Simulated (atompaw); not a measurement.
# Reading a pseudo-wave (nitrogen)

Columns: radius, all-electron u(r) and pseudo u(r) of the 2p shell (level -7.20 eV) of nitrogen in the configuration [He] 2s1.75 2p3.25; PBE, scalar-relativistic, PAW (atompaw) scheme, atompaw 4.2.0.5.

| r (bohr) | all-electron | pseudo |
| --- | --- | --- |
| 0.071 | 0.0404 | 0.0066 |
| 0.142 | 0.1286 | 0.0260 |
| 0.213 | 0.2334 | 0.0576 |
| 0.285 | 0.3397 | 0.1005 |
| 0.356 | 0.4362 | 0.1520 |
| 0.427 | 0.5206 | 0.2105 |
| 0.498 | 0.5919 | 0.2737 |
| 0.569 | 0.6504 | 0.3391 |
| 0.640 | 0.6969 | 0.4044 |
| 0.712 | 0.7325 | 0.4682 |
| 0.783 | 0.7571 | 0.5265 |
| 0.854 | 0.7726 | 0.5786 |
| 0.925 | 0.7803 | 0.6231 |
| 0.996 | 0.7815 | 0.6590 |
| 1.067 | 0.7771 | 0.6859 |
| 1.138 | 0.7683 | 0.7037 |
| 1.210 | 0.7556 | 0.7128 |
| 1.281 | 0.7402 | 0.7138 |
| 1.352 | 0.7226 | 0.7078 |
| 1.423 | 0.7033 | 0.6961 |
| 1.494 | 0.6827 | 0.6799 |
| 1.565 | 0.6612 | 0.6606 |
| 1.637 | 0.6389 | 0.6390 |
| 1.708 | 0.6166 | 0.6168 |
| 1.779 | 0.5942 | 0.5942 |
| 1.850 | 0.5719 | 0.5719 |

(1) How many radial nodes do the two functions have?

(2) Is the pseudo-wave norm-conserving?

Answers

(1) The all-electron 2p function has n − l − 1 = 0; the pseudo-wave has 0.

(2) No, it belongs to a PAW set: the norm inside the radius is not constrained, and the difference is carried by the augmentation charge.
